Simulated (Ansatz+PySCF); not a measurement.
Results of a calculation; reference values are marked as such.
# P2 + 3 H2 → 2 PH3

P2 (charge 0, multiplicity 1):
```xyz
2

P     0.0000    0.0000   -0.9455
P     0.0000    0.0000    0.9455
```

H2 (charge 0, multiplicity 1):
```xyz
2

H     0.0000    0.0000   -0.3804
H     0.0000    0.0000    0.3804
```

PH3 (charge 0, multiplicity 1):
```xyz
4

P     0.0000    0.0000    0.1302
H     1.1965    0.0000   -0.6509
H    -0.5983    1.0362   -0.6509
H    -0.5983   -1.0362   -0.6509
```

Shapes relaxed with PBE0/def2-SVP. Single points in def2-SVP with Ansatz (development build ahead of 0.2.0), no zero-point energy. Correlated methods freeze no orbital on H to Be, one on B to Mg, five on Al to Zn, nine on Ga to Sr.

| method | reaction energy |
| --- | --- |
| CCSD (unrestricted) | -45.72 kcal/mol |
| CCSD(T) (restricted) | -40.59 kcal/mol |
| CCSD(T) (unrestricted) | -41.90 kcal/mol |
| HF (restricted) | -59.40 kcal/mol |
| HF (unrestricted) | -54.22 kcal/mol |
| MP2 (restricted) | -36.08 kcal/mol |
| MP2 (unrestricted) | -56.26 kcal/mol |
| PBE (restricted) | -47.47 kcal/mol |
| PBE0 (restricted) | -54.01 kcal/mol |
| r2SCAN (restricted) | -48.94 kcal/mol |
| wB97X (restricted) | -59.41 kcal/mol |

Q: What does CCSD (restricted) give?

A: -44.93 kcal/mol. Caution for CCSD (unrestricted), CCSD(T) (unrestricted), HF (unrestricted), MP2 (unrestricted): the determinant breaks the point group; the unrestricted determinant is spin contaminated. Caution for CCSD(T) (unrestricted), MP2 (unrestricted): another reference gives a lower total.
